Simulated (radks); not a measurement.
Spherical quantum dot in the effective-mass picture: electrons in a parabolic well V = omega^2 r^2 / 2 with omega = 0.338, all in effective atomic units (hartree* = m*/eps^2 hartree, bohr* = eps/m* bohr), one dielectric constant everywhere. Method: non-relativistic Kohn-Sham, exchange-only LDA, spin-polarised, spherical densities; computed with a radial shooting solver with Libxc functionals. Levels are named by radial order and angular momentum (1s, 1p, 1d, 2s, ...), and open shells are averaged over m.

N = 24, configuration 1s2 1p6 1d10 2s2 1f(up 4, down 0). This is the lowest configuration that the search found. Occupied and some empty levels:

level,occupation,eigenvalue (hartree*),<r> (bohr*)
1s up,1,5.7598,3.707
1s down,1,5.7770,3.547
1p up,3,5.8539,4.390
1p down,3,5.8797,4.301
1d up,5,5.9726,4.851
1d down,5,6.0034,4.806
2s up,1,6.0306,3.900
2s down,1,6.0481,3.972
1f up,4,6.1123,5.210
1f down,0,6.1456,5.193
2p up,0,6.1969,4.407
2p down,0,6.2150,4.430
1g up,0,6.2701,5.512
1g down,0,6.3045,5.513
2d up,0,6.3739,4.857
2d down,0,6.3940,4.859

Energy (hartree*): total 88.5628, kinetic 5.7616, external 31.441, Hartree 56.194, exchange-correlation -4.8347.

Electron density:

r (bohr*),n(r) (e/bohr*^3)
0.432,0.03640
0.914,0.03350
1.40,0.02974
1.88,0.02654
2.36,0.02502
2.84,0.02552
3.32,0.02734
3.80,0.02900
4.28,0.02886
4.76,0.02594
5.25,0.02045
5.73,0.01383
6.21,0.007872
6.69,0.003717
7.17,0.001451
7.65,0.0004644
8.13,0.0001226
8.62,0.00002664
9.10,4.765e-06
9.58,7.045e-07
